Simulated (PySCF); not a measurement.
H2SZn, SMILES [SH][ZnH]. Atoms are numbered in the order given.

```xyz
4

Zn     0.0008     0.7451     0.0000
H      0.0275     2.2763     0.0000
S     -0.0819    -1.4414     0.0000
H      1.2580    -1.5663     0.0000
```
Charge 0, spin multiplicity 1.

Geometry: B3LYP-D3(BJ)/def2-TZVP.

Computed with PySCF with PBE0/def2-TZVPD.

Symmetry labels are those of the subgroup Cs that the program uses (full group Cs).

Computed valence orbital energies around the gap with their symmetry:
| orbital | symmetry | energy (eV) |
|---|---|---|
| HOMO−7 | A" | -14.95 |
| HOMO−6 | A' | -14.94 |
| HOMO−5 | A' | -14.92 |
| HOMO−4 | A" | -14.88 |
| HOMO−3 | A' | -11.12 |
| HOMO−2 | A' | -9.80 |
| HOMO−1 | A' | -8.34 |
| HOMO | A" | -7.32 |
| LUMO | A' | -0.86 |
| LUMO+1 | A" | -0.54 |
| LUMO+2 | A' | -0.43 |
| LUMO+3 | A' | 0.66 |
